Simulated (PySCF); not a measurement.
# Bond curve of CaS

Set-up: Ca x2c-SVPall, S x2c-SVPall; spin-free X2C with a Gaussian nucleus (PySCF 2.14). Energies in eV from Ca + S in their ground configurations at the same level. State: ¹Σ⁺ (singlet), closed shell.

All columns are PBE0. A positive dipole means Ca(−)S(+).

```csv
R (Å),E (eV),μ (D),Mulliken charge on Ca (basis-dependent),HOMO (eV),LUMO (eV),Mayer bond order,⟨S²⟩
1.979,-2.242,-8.11,0.52,-4.88,-1.69,2.29,0.00
2.071,-2.926,-8.74,0.55,-5.01,-1.85,2.25,0.00
2.163,-3.309,-9.25,0.56,-5.01,-2.00,2.23,0.00
2.232,-3.447,-9.58,0.56,-4.88,-2.11,2.23,0.00
2.301,-3.487,-9.86,0.55,-4.77,-2.22,2.22,0.00
2.370,-3.450,-10.10,0.55,-4.67,-2.32,2.22,0.00
2.462,-3.311,-10.35,0.54,-4.56,-2.45,2.21,0.00
2.577,-3.041,-10.57,0.52,-4.46,-2.61,2.19,0.00
2.715,-2.636,-10.71,0.51,-4.37,-2.77,2.14,0.00
2.899,-2.049,-10.72,0.49,-4.33,-2.97,2.03,0.00
```

A fit through these points gives, at Re = 2.299 Å, μ = -9.85 D and dμ/dR = -3.75 D/Å; the reduced mass is 17.76 u.

**Question.** How strong is the fundamental in the double-harmonic approximation, I = 42.26·(dμ/dR)²/μred km/mol?

**Answer.** I = 42.26·(-3.75)²/17.76 = 33.5 km/mol at PBE0.
